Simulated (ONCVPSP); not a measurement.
**u(r) = r·R(r): atom against pseudo-atom (cadmium (Cd))**

Columns: radius, all-electron u(r) and pseudo u(r) of the 4p shell (level -68.02 eV) of cadmium in the configuration [Ar] 3d10 4s2 4p6 4d10 5s1.5 5p0.5; PBE, scalar-relativistic, ONCV scheme, ONCVPSP 4.0.1.

```json
{"r (bohr)": "0.095", "all-electron": "0.3210", "pseudo": "0.0402"}
{"r (bohr)": "0.190", "all-electron": "-0.4200", "pseudo": "0.1540"}
{"r (bohr)": "0.285", "all-electron": "-0.6198", "pseudo": "0.3231"}
{"r (bohr)": "0.380", "all-electron": "-0.2696", "pseudo": "0.5210"}
{"r (bohr)": "0.475", "all-electron": "0.2429", "pseudo": "0.7189"}
{"r (bohr)": "0.570", "all-electron": "0.6859", "pseudo": "0.8908"}
{"r (bohr)": "0.665", "all-electron": "0.9821", "pseudo": "1.0176"}
{"r (bohr)": "0.760", "all-electron": "1.1326", "pseudo": "1.0894"}
{"r (bohr)": "0.855", "all-electron": "1.1693", "pseudo": "1.1061"}
{"r (bohr)": "0.950", "all-electron": "1.1290", "pseudo": "1.0743"}
{"r (bohr)": "1.045", "all-electron": "1.0433", "pseudo": "1.0057"}
{"r (bohr)": "1.140", "all-electron": "0.9354", "pseudo": "0.9133"}
{"r (bohr)": "1.235", "all-electron": "0.8208", "pseudo": "0.8095"}
{"r (bohr)": "1.330", "all-electron": "0.7090", "pseudo": "0.7038"}
{"r (bohr)": "1.425", "all-electron": "0.6053", "pseudo": "0.6031"}
{"r (bohr)": "1.520", "all-electron": "0.5121", "pseudo": "0.5112"}
{"r (bohr)": "1.615", "all-electron": "0.4302", "pseudo": "0.4298"}
{"r (bohr)": "1.710", "all-electron": "0.3593", "pseudo": "0.3592"}
{"r (bohr)": "1.805", "all-electron": "0.2988", "pseudo": "0.2988"}
{"r (bohr)": "1.900", "all-electron": "0.2476", "pseudo": "0.2476"}
{"r (bohr)": "1.995", "all-electron": "0.2046", "pseudo": "0.2046"}
{"r (bohr)": "2.090", "all-electron": "0.1687", "pseudo": "0.1686"}
{"r (bohr)": "2.185", "all-electron": "0.1387", "pseudo": "0.1387"}
{"r (bohr)": "2.280", "all-electron": "0.1139", "pseudo": "0.1139"}
{"r (bohr)": "2.375", "all-electron": "0.0934", "pseudo": "0.0934"}
{"r (bohr)": "2.470", "all-electron": "0.0765", "pseudo": "0.0765"}
```

How many radial nodes do the two functions have?

The all-electron 4p function has n − l − 1 = 2; the pseudo-wave has 0, since the states of the same l below it are removed with the core.

At about which radius was the pseudo-wave matched?

1.90 bohr. The columns agree to 0.0005 from 1.61 bohr on; several derivatives are matched, so the curves merge somewhat inside the radius.

Where does each function peak?

Outermost all-electron maximum near 0.85 bohr, pseudo maximum near 0.85 bohr (to the table’s step).

Is the pseudo-wave norm-conserving?

Yes: the ONCV scheme keeps the norm inside the radius equal to the all-electron one, which fixes the energy derivative of the logarithmic derivative at the level.
